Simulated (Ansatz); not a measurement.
Consider the formal exchange of groups at a C–C bond: `CC(C)Cl` + `N[SiH3]` → `CC(Cl)[SiH2]N` + CH₄.

Isolated molecules relaxed with PBE0-D4/def2-TZVP in Ansatz; ΔE leaves out vibrations. CCSD(T)/CBS is the MP2 limit (def2-TZVPP, def2-QZVPP) plus CCSD(T) − MP2 in def2-TZVPP, frozen cores. This one scheme is used for every species. DFT in def2-TZVPP. B3LYP here is the variant with VWN-RPA as its local correlation; programs differ in this. One conformer a species, not always the lowest.

Question: Is it downhill or uphill in electronic energy at CCSD(T)/CBS, and by how much? (Best estimate.)

Answer: The calculation gave: Downhill: ΔE = -0.36 eV.

Question: What do these levels give: PBE-D4, B3LYP-D4, ωB97M-V, PBE0, CCSD/def2-TZVPP, MP2/CBS(def2)? (An estimate is asked.)

Answer: Computed: PBE-D4 -0.40, B3LYP-D4 -0.40, ωB97M-V -0.38, PBE0 -0.33, CCSD/def2-TZVPP -0.32, MP2/CBS(def2) -0.38 eV.

Largest T1 diagnostic among the species: 0.010.

In def2-TZVPP, CCSD(T) changes the Hartree–Fock value by −0.11 eV (the triples alone add −0.02 eV) and MP2 by −0.13 eV. The D4 term adds −0.08 eV with B3LYP and −0.05 eV with PBE0; it sums over pairs of atoms, weighted by their polarisabilities, and B3LYP, whose exchange is more repulsive, gets the larger term.
